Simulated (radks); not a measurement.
The numbers below are computed, except where a source is named.
Coulomb parameter of the 4d shell of the molybdenum ion Mo2+ in the model configuration [Kr] 4d2 5p2, as a second difference U = [E(n + 0.5) + E(n - 0.5) - 2 E(n)] / (0.5)^2 with all orbitals relaxed. "Bare": the charge of the atom changes with n. "Screened": the 5p shell takes up the change at fixed total charge, which measures U(4d,4d) + U(5p,5p) - 2 U(4d,5p). Code: a radial shooting solver on a logarithmic mesh with Libxc functionals. Model: Dirac Kohn-Sham, PBEsol, spin-unpolarised, spherical densities, finite nucleus; open shells are shared between the two j in proportion to 2j + 1; Fermi nuclear charge, rms radius 4.4091 fm.

case,configuration,E - E(n) (eV)
start,[Kr] 4d2 5p2,0.000
bare +0.5,[Kr] 4d2.5 5p2,-12.925
bare -0.5,[Kr] 4d1.5 5p2,15.938
screened +0.5,[Kr] 4d2.5 5p1.5,-6.028
screened -0.5,[Kr] 4d1.5 5p2.5,6.644

U(bare) = 12.055 eV, U(screened by 5p) = 2.464 eV.
